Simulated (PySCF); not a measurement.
This PySCF input asks for the NMR shieldings of `BN(CBF)CC(C)C`, C5H14B2FN; the geometry comes from GFN2-xTB.

```python
import basis_set_exchange as bse
import numpy as np
from pyscf import gto, dft
from pyscf.prop import nmr

atoms = """
B     1.577920   -0.968036    1.283598
N     1.045290   -0.572164    0.076202
C     1.819541    0.242209   -0.853299
B     2.861055    1.164137   -0.077447
F     4.121446    1.173366   -0.452383
C    -0.281937   -0.958170   -0.372370
C    -1.404021   -0.158890    0.312528
C    -1.322281    1.328461   -0.019992
C    -2.763083   -0.724482   -0.093381
H     2.670153   -0.613663    1.539855
H     0.955743   -1.647171    2.006126
H     2.315971   -0.415128   -1.580127
H     1.140761    0.881215   -1.430608
H     2.555496    1.917721    0.768486
H    -0.433488   -2.017953   -0.146431
H    -0.354703   -0.831118   -1.456726
H    -1.276923   -0.278290    1.393163
H    -0.370854    1.740988    0.306170
H    -1.429124    1.488364   -1.091833
H    -2.120181    1.869503    0.484180
H    -3.563387   -0.187871    0.410558
H    -2.837843   -1.776642    0.171450
H    -2.910303   -0.629402   -1.167643
"""
names = dict.fromkeys(["B", "N", "C", "F", "H"], "pcSseg-1")
basis = {el: gto.basis.parse(bse.get_basis(n, elements=[el], fmt="nwchem")) for el, n in names.items()}
mol = gto.M(atom=atoms, basis=basis, charge=0, verbose=0)
mf = dft.RKS(mol, xc="PBE0")
mf.grids.level = 2
mf.grids.alignment = dft.numint.BLKSIZE   # the property module wants whole blocks of grid points
mf.conv_tol = 1e-9
mf.kernel()

calc = nmr.RKS(mf)   # GIAO
C = mf.mo_coeff
Co = C[:, mf.mo_occ > 0]
resp = mf.gen_response(singlet=True, hermi=2)
def vind(x):   # induced exchange potential for any number of trial vectors
    d = np.einsum("pi,xij,qj->xpq", C, 2 * x.reshape(-1, C.shape[1], Co.shape[1]), Co, optimize=True)
    return np.einsum("xpq,pi,qj->xij", resp(d - d.transpose(0, 2, 1)), C, Co, optimize=True).ravel()
mo1, _ = nmr.rhf.solve_mo1(calc, with_cphf=vind)
sigma = calc.kernel(mo1)
for i, s in enumerate(sigma):   # ppm
    print("%2d %-2s %9.2f" % (i, mol.atom_pure_symbol(i), np.trace(s) / 3))
```

Question: What are the results?

Answer: 
```
 0 B      63.24
 1 N     109.68
 2 C     131.30
 3 B      50.88
 4 F     183.29
 5 C     118.12
 6 C     146.73
 7 C     165.28
 8 C     164.28
 9 H      27.31
10 H      27.05
11 H      28.13
12 H      29.17
13 H      26.26
14 H      28.00
15 H      29.58
16 H      29.96
17 H      30.04
18 H      31.27
19 H      30.60
20 H      30.60
21 H      30.60
22 H      31.12
```

These numbers come from an equivalent density-fitted implementation of the same equations, which agrees with the script to about 0.01 ppm for H and up to a few tenths of a ppm for heavy atoms, so last digits may differ.

Size and cost of the density-fitted run: 223 basis functions, 86 s wall time on 1 thread of an Arm Neoverse N1, shared host; peak memory 1.1 GiB.
